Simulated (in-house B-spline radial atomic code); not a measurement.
**Solving the quasi-particle equation for 3p up of Ar IV (Ar3+)**

Configuration [Ne] 3s2 3p3, highest spin, start PBE0; correlation leaves out the 3 deepest shells, empty levels kept to 640 hartree. Computed with a B-spline radial code for spherical atoms: all electrons, non-relativistic, point nucleus, each spin shell either full or empty, empty states to l = 9 with an (l + 1/2)⁻⁴ tail; G0W0 by contour deformation at full frequency.

At the mean-field level ε = -53.735 eV the matrix elements are Σx = -28.835 eV, v_xc = -23.47 eV and Σc(ε) = -0.334 eV, and the slope of the correlation self-energy is dΣc/dω = -0.0553. The quasi-particle energy solves E = ε + Σx − v_xc + Σc(E).

Task: What does the linearised equation give?

Result: Z = 1/(1 − dΣc/dω) = 1/1.0553 = 0.9476. The first-order shift is Σx − v_xc + Σc(ε) = -28.835 − (-23.47) + (-0.334) = -5.699 eV, so E ≈ ε + Z × shift = -53.735 + 0.9476 × (-5.699) = -59.135 eV.

Task: How does that compare with the full solution and with static screening?

Result: Solving the equation at full frequency dependence gives E = -59.123 eV, where Σc = -0.023 eV and the weight is 0.943; the linearised value is off by 12 meV. Leaving Z out would give -59.434 eV. Static COHSEX puts -2.409 eV in place of Σc and gives -61.509 eV, 2.39 eV deeper.
